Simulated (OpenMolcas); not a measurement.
Ionisation energies of platinum

- Program: OpenMolcas 26.06
- Basis: ANO-R3 [9s7p6d4f2g2h]
- Scalar Hamiltonian: X2C, finite nucleus
- Spin-orbit coupling: RASSI with atomic mean-field integrals over the reference wave functions, term energies averaged over their components

Active shells in each charge state: the valence d shell, with orbitals averaged over the low states. Where CASPT2's correlated closed shells are named, they are those of the first ion.

A. CASSCF
B. SS-CASPT2, IPEA 0.25 Eh, imaginary shift 0.1 Eh (closed shells correlated: 5s 5p)
C. SS-CASPT2, IPEA 0.25 Eh, imaginary shift 0.1 Eh (closed shells correlated: none)
D. SS-CASPT2, IPEA 0 Eh, imaginary shift 0.1 Eh (closed shells correlated: 5s 5p)
E. SS-CASPT2, IPEA 0.25 Eh, imaginary shift 0.1 Eh (closed shells correlated: 4f 5s 5p)

Energies in eV between the lowest computed levels, named as in B; reference values from the NIST Atomic Spectra Database with their kind.

```csv
From,To,A,B,C,D,E,Spin-orbit share in B,Reference
Pt2+ 5d8 3F4,Pt3+ 5d7 4F 9/2,29.147,30.766,30.730,30.699,30.913,-0.073,29.000 (theoretical)
Pt3+ 5d7 4F 9/2,Pt4+ 5d6 5D4,42.950,44.407,44.316,44.425,44.590,+0.262,43.000 (theoretical)
Pt4+ 5d6 5D4,Pt5+ 5d5 6S 5/2,56.644,58.138,57.985,58.119,58.362,+0.667,56.000 (theoretical)
Pt5+ 5d5 6S 5/2,Pt6+ 5d4 5D0,75.300,76.133,75.887,76.196,76.418,-1.145,75.000 (theoretical)
Pt6+ 5d4 5D0,Pt7+ 5d3 4F 3/2,91.011,91.874,91.522,91.916,92.193,-0.481,91.000 (theoretical)
Pt7+ 5d3 4F 3/2,Pt8+ 5d2 3F2,108.200,109.020,108.514,109.080,109.371,-0.100,109.000 (theoretical)
```

The lowest level within the active space need not be the ion's true ground level.
